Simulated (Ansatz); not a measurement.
Born–Oppenheimer molecular dynamics of Cl3H3OSi (8 atoms, charge 0, multiplicity 1). It starts at the highest image of a converged band. Of that band: Neighbouring images differ by up to 1.7 eV, so the band resolves the path poorly. A vibrational analysis at the climbing image gives one clearly imaginary mode, 1398i cm⁻¹: a first-order saddle point.

All numbers below come from RKS B3LYP-D4/def2-SVP in Ansatz 0.2.0.

- ensemble: NVE (velocity Verlet)
- time step: 0.5 fs
- steps asked: 200
- starting velocities drawn for: 100 K
- seed: 10047

First frame:

```xyz
8
Properties=species:S:1:pos:R:3
Si 0.131 -0.229 0.001
O 0.042 -0.247 1.823
H -0.690 0.060 2.390
Cl 1.853 0.462 -0.916
Cl -1.064 1.514 -0.085
Cl -1.082 -1.520 -1.084
H 0.978 -1.571 0.595
H 0.564 -1.239 1.575
```

(1) How far do the bonds stretch over the last three quarters of this one trajectory? (Pairs bonded in most of those frames.)

Results:

(1) 
```json
{"bond": "Si1–O2", "mean (Å)": "1.654", "spread (Å)": "0.054", "shortest": "1.57", "longest": "1.75"}
{"bond": "Si1–Cl4", "mean (Å)": "2.080", "spread (Å)": "0.055", "shortest": "1.99", "longest": "2.15"}
{"bond": "Si1–Cl5", "mean (Å)": "2.075", "spread (Å)": "0.055", "shortest": "2.00", "longest": "2.20"}
{"bond": "Si1–Cl6", "mean (Å)": "2.057", "spread (Å)": "0.038", "shortest": "1.99", "longest": "2.12"}
{"bond": "O2–H3", "mean (Å)": "0.974", "spread (Å)": "0.019", "shortest": "0.94", "longest": "1.01"}
{"bond": "H7–H8", "mean (Å)": "0.766", "spread (Å)": "0.036", "shortest": "0.71", "longest": "0.81"}
```

Mean temperature of the second half: 2135 K. The conserved energy stayed within 0.2 meV per atom of its start (net change -0.09 meV per atom), so the integration is sound. The kinetic energy rose, since the run started high on the potential surface and went downhill. It ends in pieces (Cl3HOSi + H2), so much of that is their flight and rotation, not heat. A run of 0.1 ps of so small a system gives no equilibrium averages. The orbitals stay closed-shell, which can raise the energy where a bond breaks towards radicals; this wasn't checked here.

The run took 6.6 min on 2 threads of Arm Neoverse V2, with other jobs on the host, peak memory 0.23 GiB.
